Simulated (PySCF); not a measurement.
Vertical excitations of a molecule C3H5FOSi from TDA-PBE/def2-SVPD run with PySCF, as energy in eV (oscillator strength): 5.34 (0.004), 5.84 (0.007), 6.02 (0.017), 6.22 (0.021), 6.26 (0.003), 6.45 (0.078), 6.55 (0.000), 6.79 (0.003), 6.84 (0.019), 7.07 (0.050). Lowest triplet (TDA): 4.79 eV. The structure is a stationary point at PBE0-D3(BJ)/def2-SVP. One conformer was computed; it need not be the lowest.

Task: Identify the compound among the candidates.
(A) CC1=CO[Si@@H]1F
(B) F[C@@H]1C=CO[SiH2]1
(C) C#C[Si@H](O)CF
(D) FC1=C([SiH3])OC1

Result: C, C#C[Si@H](O)CF
